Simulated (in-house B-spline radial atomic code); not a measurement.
Ionising La⁴⁺ with different functionals

Computed with a B-spline radial code for spherical atoms: scalar-relativistic (spin-free X2C) Hamiltonian, Fermi nucleus of rms radius 4.855 fm, spin-polarised at highest spin, spherical fractional occupations for the functionals, the average over the highest-spin determinants for Hartree-Fock. The ionisation energy is the difference of two self-consistent energies, [Kr] 4d10 5s2 5p5 → [Kr] 4d10 5s2 5p4, without Breit or QED terms; ε is the level of the shell that loses the electron (its least bound occupied spin orbital). There is no spin-orbit coupling in this Hamiltonian.

Hybrids are left out here: with spherical fractional occupations of an open shell their exact exchange keeps a self-interaction that integer-occupation calculations don't have.

| method | rung | ΔSCF (eV) | -ε(5p) (eV) |
| --- | --- | --- | --- |
| Hartree-Fock | Hartree-Fock | 61.36 | 61.87 |
| LDA VWN5 | LDA | 62.95 | 56.83 |
| LDA PW92 | LDA | 62.95 | 56.83 |
| LDA exchange-only | LDA | ? | ? |
| PBE | GGA | 62.55 | 56.52 |
| PBEsol | GGA | 62.62 | 56.58 |
| BLYP | GGA | 62.43 | 56.35 |
| RPBE | GGA | 62.46 | 56.47 |
| PW91 | GGA | ? | ? |
| BP86 | GGA | 62.73 | 56.67 |
| AM05 | GGA | 62.62 | 56.58 |
| OLYP | GGA | 62.48 | 56.54 |
| TPSS | meta-GGA | 62.60 | 56.62 |
| SCAN | meta-GGA | 62.72 | 56.84 |
| r2SCAN | meta-GGA | 62.69 | 56.83 |
| revTPSS | meta-GGA | 62.60 | 56.65 |

Task: What does LDA exchange-only give?

Result: ΔSCF 61.16 eV, and -ε(5p) = 55.13 eV.

Task: What does PW91 give?

Result: ΔSCF 62.67 eV, and -ε(5p) = 56.62 eV.

Task: How do they compare with the NIST value?

Result: NIST lists 61.6 eV ± 0.6 (semi-empirical, ground level to ground level). Errors run from -0.44 to +1.35 eV. The correlated functionals all miss on the same side by more than they spread, so the cause is common to them (spin-orbit coupling, Breit-QED terms, multiplet and fine-structure energies, or a listed next ion that isn't the cheapest removal here) and closeness doesn't rank the functionals. Hartree-Fock also lacks correlation.
